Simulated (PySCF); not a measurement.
## A search over the determinants of SrC⁺

Unrestricted PBE0; basis Sr def2-SVPD with ECP28, C def2-SVPD; scalar-relativistic core potentials; PySCF 2.14. Outer shells of the fragments: Sr+ 5s1; C 2s2 2p2.

Followed along the bond (rough minima from three points):

```json
{"2Ms+1": "4", "unpaired": "σ ↑, π ↑↑", "⟨S²⟩ at the start": "3.75", "R at minimum (Å)": "2.35", "Te (eV)": "0.00"}
{"2Ms+1": "2", "unpaired": "σ ↑, π ↑↓", "⟨S²⟩ at the start": "1.76", "R at minimum (Å)": "2.35", "Te (eV)": "0.73"}
{"2Ms+1": "2", "unpaired": "σ ↓, π ↑↑", "⟨S²⟩ at the start": "1.76", "R at minimum (Å)": "2.35", "Te (eV)": "0.77"}
{"2Ms+1": "2", "unpaired": "π ↑", "⟨S²⟩ at the start": "0.77", "R at minimum (Å)": "2.61", "Te (eV)": "1.58"}
```

Solutions found at the starting distance of 2.520 Å, counted from the lowest of them; the search is not exhaustive and high or unbound solutions are not listed, so other states can lie among these:

```tsv
2Ms+1	unpaired	term	E (eV)	⟨S²⟩	⟨Lz²⟩	μ (D)
4	σ ↑, π ↑↑	⁴Σ⁻	0.00	3.75	0.00	-7.00
2	σ ↑, π ↑↓	mixed	0.73	1.76	2.01	-6.85
2	σ ↓, π ↑↑	mixed	0.76	1.76	0.00	-6.83
2	π ↑	²Π	1.47	0.77	1.00	-5.70
2	σ ↑	mixed	1.83	0.76	2.00	-6.41
2	π ↑	²Π	2.28	0.78	1.02	-6.44
4	σ ↑↑, π ↑	⁴Π	2.56	3.75	1.01	0.93
2	σ ↑↑, π ↓	mixed	3.03	1.76	1.01	0.90
4	σ ↑, π ↑, δ ↑	mixed	3.95	3.75	5.00	0.03
4	σ ↑, π ↑↑	mixed	4.21	3.75	2.00	1.62
```

A term symbol is given only where ⟨S²⟩ and ⟨Lz²⟩ are close to those of a pure state; real π, δ and φ orbitals otherwise mix terms. A positive dipole points towards C; it is taken about the centre of mass and depends on that origin.

Spin–orbit coupling is left out.
